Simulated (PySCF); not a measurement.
## Electron correlation in I (iodine, neutral)

[Kr] 4d10 5s2 5p5, 2P determinant. All numbers are calculated (PySCF 2.14, scalar relativity by spin-free X2C-1e, in x2c-TZVPall). Frozen: [Kr] 4d10; 7 electrons correlated.

MP2 pair energies summed by pair of shells (mhartree):

| pair | energy | share (%) |
| --- | --- | --- |
| 5p-5p | -65.89 | 61.4 |
| 5s-5p | -35.07 | 32.7 |
| 5s-5s | -6.30 | 5.9 |

Total MP2 correlation energy: -107.26 mhartree.

Same-spin part -24.37 and opposite-spin part -82.89 mhartree; SCS-MP2 scales them by 1/3 and 6/5 to -107.59 mhartree.
